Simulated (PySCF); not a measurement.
## BeZn and its ions

r²SCAN; PySCF, spin-free X2C with a Gaussian nucleus, basis sets Be x2c-SVPall, Zn x2c-SVPall. Neutral (UKS): singlet (closed shell), Re = 2.739 Å, ωe = 182 cm⁻¹, De = 0.17 eV, HOMO -4.91 eV, LUMO -2.18 eV.

BeZn⁺ (UKS): doublet (σ ↑), Re = 2.368 Å, ωe = 378 cm⁻¹, De = 1.85 eV to Be⁺ + Zn. The energies at the minima are -1810.20108 hartree for BeZn and -1809.94175 for BeZn⁺.

Work out the adiabatic ionisation energy, without and with harmonic zero-point energies (1 hartree = 27.2114 eV, 1 eV = 8065.5 cm⁻¹), and the change of the bond length.

At r²SCAN: 0.25933 hartree = 7.057 eV between the minima; the zero-point term (378.0 − 182.0)/2 cm⁻¹ = +0.012 eV makes it 7.069 eV. Re changes by -37.1 pm against the neutral. Minus the HOMO energy is 4.91 eV, -2.15 eV from the value between the minima; self-interaction puts the Kohn–Sham level too high, less so with exact exchange. The electron leaves a σ orbital, and the shorter bond of the ion fits an antibonding orbital, or a change in how ionic the bond is.

Closed-shell solutions of metal pairs were not tested for spin polarisation, which can lower them a little. Weak bonds: BeZn. Basis-set superposition, not corrected here, can be much of De in a small basis, most of all at correlated wavefunction levels. For an ion De counts to the pair picked by the measured ionisation energies or electron affinities, which need not be the lowest pair at this level. States were picked by a PBE0 search and need not be the measured ground states.
